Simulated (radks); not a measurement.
Ionisation ladder of tin, from Sn I to Sn XXII. Each ion is in the ground configuration listed by NIST, and IE = E(next ion) - E(this ion). All-electron calculation, non-relativistic Kohn-Sham, TPSS, spin-polarised, spherical densities, point nucleus; open shells are filled with parallel spins first (spin-orbit coupling, left out, can overturn this in heavy ions); meta-GGA in the generalised Kohn-Sham scheme; relativity is left out, which matters for an element this heavy. Program: a radial shooting solver on a logarithmic mesh with Libxc functionals.

| species | configuration | IE, Delta-SCF (eV) | -e(HOMO) (eV) | HOMO | <r> HOMO (bohr) | IE, NIST (eV) | kind | error (eV) |
|---|---|---|---|---|---|---|---|---|
| Sn I | [Kr] 4d10 5s2 5p2 | 7.389 | 4.273 | 5p up | 3.19 | 7.344 | exp. | +0.045 |
| Sn II | [Kr] 4d10 5s2 5p1 | 14.058 | 10.637 | 5p up | 2.90 | 14.633 | exp. | -0.575 |
| Sn III | [Kr] 4d10 5s2 | 29.146 | 24.899 | 5s | 2.30 | 30.506 | exp. | -1.360 |
| Sn IV | [Kr] 4d10 5s1 | 39.390 | 34.858 | 5s up | 2.19 | 40.74 | exp. | -1.350 |
| Sn V | [Kr] 4d10 | 77.608 | 68.427 | 4d | 1.06 | 77.03 | exp. | +0.578 |
| Sn VI | [Kr] 4d9 | 96.601 | 86.952 | 4d down | 1.03 | 94 | theory | +2.601 |
| Sn VII | [Kr] 4d8 | 116.46 | 106.39 | 4d down | 1.00 | 113 | theory | +3.6 |
| Sn VIII | [Kr] 4d7 | 137.07 | 126.64 | 4d down | 0.978 | 135 | theory | +2.1 |
| Sn IX | [Kr] 4d6 | 158.36 | 147.61 | 4d down | 0.956 | 156 | theory | +2.4 |
| Sn X | [Kr] 4d5 | 187.17 | 175.66 | 4d up | 0.928 | 184 | theory | +3.2 |
| Sn XI | [Kr] 4d4 | 210.63 | 198.79 | 4d up | 0.909 | 208 | theory | +2.6 |
| Sn XII | [Kr] 4d3 | 234.72 | 222.57 | 4d up | 0.891 | 232 | theory | +2.7 |
| Sn XIII | [Kr] 4d2 | 259.38 | 246.96 | 4d up | 0.874 | 258 | theory | +1.4 |
| Sn XIV | [Kr] 4d1 | 284.56 | 271.89 | 4d up | 0.858 | 282 | theory | +2.6 |
| Sn XV | [Kr] | 380.26 | 366.87 | 4p | 0.800 | 379 | theory | +1.3 |
| Sn XVI | [Ar] 3d10 4s2 4p5 | 407.08 | 393.68 | 4p down | 0.791 | 407 | theory | +0.1 |
| Sn XVII | [Ar] 3d10 4s2 4p4 | 433.63 | 420.46 | 4p down | 0.782 | 437 | theory | -3.4 |
| Sn XVIII | [Ar] 3d10 4s2 4p3 | 469.82 | 455.67 | 4p up | 0.771 | 466 | theory | +3.8 |
| Sn XIX | [Ar] 3d10 4s2 4p2 | 498.09 | 483.97 | 4p up | 0.763 | 506 | theory | -7.9 |
| Sn XX | [Ar] 3d10 4s2 4p1 | 526.02 | 512.17 | 4p up | 0.754 | 537 | theory | -11.0 |
| Sn XXI | [Ar] 3d10 4s2 | 595.05 | 581.43 | 4s | 0.734 | 608 | theory | -12.9 |
| Sn XXII | [Ar] 3d10 4s1 | 627.51 | 613.68 | 4s up | 0.727 | 642.4 | semi-emp. | -14.8 |

Reference values: NIST Atomic Spectra Database (exp. = measured, semi-emp. = semi-empirical, theory = theoretical value adopted there). The ionisation energy per charge of the ion left behind rises most, in proportion, at Sn V ([Kr] 4d10), from 9.848 to 15.522 eV. Against the entries that are not theoretical the mean signed error is -2.1 % and the largest -4.5 %. Relativity is left out here, which matters for elements this heavy. Open shells are spherical and high-spin; term and fine-structure splittings are not resolved.
